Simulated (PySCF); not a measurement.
**Radial density of C⁺ (carbon, charge +1)**

UHF, [He] 2s2 2p1, 2P determinant. Calculation: PySCF 2.14, in aug-cc-pVQZ-DK; scalar relativity by spin-free X2C-1e.

```json
{"r (bohr)": "0.00413", "4πr²ρ (e/bohr)": "0.02736", "4πr²(ρα − ρβ)": "0.0000"}
{"r (bohr)": "0.00695", "4πr²ρ (e/bohr)": "0.07372", "4πr²(ρα − ρβ)": "0.0000"}
{"r (bohr)": "0.0117", "4πr²ρ (e/bohr)": "0.1952", "4πr²(ρα − ρβ)": "0.0000"}
{"r (bohr)": "0.0197", "4πr²ρ (e/bohr)": "0.4989", "4πr²(ρα − ρβ)": "0.0001"}
{"r (bohr)": "0.0331", "4πr²ρ (e/bohr)": "1.198", "4πr²(ρα − ρβ)": "0.0002"}
{"r (bohr)": "0.0556", "4πr²ρ (e/bohr)": "2.584", "4πr²(ρα − ρβ)": "0.0009"}
{"r (bohr)": "0.0936", "4πr²ρ (e/bohr)": "4.659", "4πr²(ρα − ρβ)": "0.0037"}
{"r (bohr)": "0.157", "4πr²ρ (e/bohr)": "6.241", "4πr²(ρα − ρβ)": "0.0156"}
{"r (bohr)": "0.265", "4πr²ρ (e/bohr)": "5.132", "4πr²(ρα − ρβ)": "0.0626"}
{"r (bohr)": "0.445", "4πr²ρ (e/bohr)": "2.143", "4πr²(ρα − ρβ)": "0.2213"}
{"r (bohr)": "0.749", "4πr²ρ (e/bohr)": "1.536", "4πr²(ρα − ρβ)": "0.5300"}
{"r (bohr)": "1.26", "4πr²ρ (e/bohr)": "2.056", "4πr²(ρα − ρβ)": "0.6330"}
{"r (bohr)": "2.12", "4πr²ρ (e/bohr)": "0.8228", "4πr²(ρα − ρβ)": "0.2524"}
{"r (bohr)": "3.57", "4πr²ρ (e/bohr)": "0.05409", "4πr²(ρα − ρβ)": "0.0191"}
{"r (bohr)": "6.00", "4πr²ρ (e/bohr)": "0.0002941", "4πr²(ρα − ρβ)": "0.0002"}
```

Densities and radii are taken from the X2C orbitals without a picture-change correction, which distorts them close to the nucleus.
